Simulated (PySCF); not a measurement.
Stepwise substitution at one centre (In F-NH2). All species are isolated molecules in the gas phase. One relaxed conformer stands for each flexible species; it need not be the lowest. Strings in code marks are SMILES.

These are PySCF with r2SCAN-D4/def2-TZVP values and carry that method's errors. Excitations are Tamm–Dancoff values on a coarser integration grid. The basis has no diffuse functions, so Rydberg states are missing or too high.

| species | HOMO (eV) | S1–T1 gap (TDA) (eV) | S1 oscillator strength |
|---|---|---|---|
| 0 of 3 F replaced by NH2 (`[F][In]([F])[F]`) | -9.63 | 0.61 | 0.000 |
| 1 of 3 F replaced by NH2 (`[NH2][In]([F])[F]`) | -7.36 | 1.01 | 0.060 |
| 3 of 3 F replaced by NH2 (`[NH2][In]([NH2])[NH2]`) | -5.71 | 0.70 | 0.003 |
